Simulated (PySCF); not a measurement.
C4H5F5O2.
Numbering: `[OH:1][CH2:2][C@H:3]([O:4][CH:5]([F:6])[F:7])[C:8]([F:9])([F:10])[F:11]` (hydrogens: H12 on O1; H13, H14 on C2; H15 on C3; H16 on C5)

The calculation used PBE0-D3(BJ)/def2-SVP geometry optimisation, gas phase (PySCF).

Task: What internal coordinates does the optimisation give?

Result: 
| bond | length (Å) | order |
| --- | --- | --- |
| O1–C2 | 1.394 | single |
| C2–C3 | 1.524 | single |
| C3–O4 | 1.411 | single |
| O4–C5 | 1.351 | single |
| C5–F6 | 1.329 | single |
| C5–F7 | 1.364 | single |
| C3–C8 | 1.521 | single |
| C8–F9, C8–F10, C8–F11 | 1.332 | single |
| O1–H12 | 0.964 | single |
| C2–H13 | 1.105 | single |
| C2–H14 | 1.101 | single |
| C3–H15 | 1.106 | single |
| C5–H16 | 1.105 | single |

Bonds in one row agree within 0.01 Å and their mean is given. Orders are formal, as drawn. A selection of angles:
| angle | degrees |
| --- | --- |
| C2–O1–H12 | 108.8 |
| O1–C2–C3 | 111.4 |
| O1–C2–H13 | 113.1 |
| O1–C2–H14 | 107.9 |
| C3–C2–H13 | 108.4 |
| C3–C2–H14 | 108.3 |
| H13–C2–H14 | 107.6 |
| C2–C3–O4 | 112.0 |
| C2–C3–C8 | 112.9 |
| C2–C3–H15 | 108.6 |
| O4–C3–C8 | 106.0 |
| O4–C3–H15 | 110.4 |
| C8–C3–H15 | 106.8 |
| C3–O4–C5 | 118.4 |
| O4–C5–F6 | 108.5 |
| O4–C5–F7 | 110.1 |
| O4–C5–H16 | 113.1 |
| F6–C5–F7 | 106.6 |
| F6–C5–H16 | 110.5 |
| F7–C5–H16 | 107.8 |
| C3–C8–F9 | 109.5 |
| C3–C8–F10 | 111.6 |
| F9–C8–F10 | 107.9 |

Dihedral angles: O1–C2–C3–O4 -70° (synclinal); C2–C3–O4–C5 82° (synclinal); C3–O4–C5–F6 147° (anticlinal); C2–C3–C8–F9 -59° (synclinal); H12–O1–C2–C3 79° (synclinal).

H12 on O1 lies 2.04 Å from F7, 6 bonds away (angle at H 135°; Bondi radii sum to 2.67 Å). The 5 C–F bonds span 1.328 Å (C8–F11, drawn single) to 1.364 Å (C5–F7, drawn single), a spread of 0.036 Å. Of the pairs four or more bonds apart, those above aside, C5···H12 is among the closest relative to their van der Waals radii: 2.66 Å, 92 % of the sum of Bondi's values. The 3 C–O bonds span 1.351 Å (O4–C5, drawn single) to 1.411 Å (C3–O4, drawn single), a spread of 0.060 Å. O4 (ether oxygen) is bent (angle 118.4°).

Point group: C1 (no symmetry element, even within 0.4 Å). Whether it is a minimum is left open (no frequencies). The numbers are those of one conformer (H–O1–C2–C3 79°, O1–C2–C3–O4 -70°, C2–C3–O4–C5 82°, C3–O4–C5–F6 147°).

Rough CPU time on one thread of a shared machine: about 7 min. That covers the optimisation of the geometry.
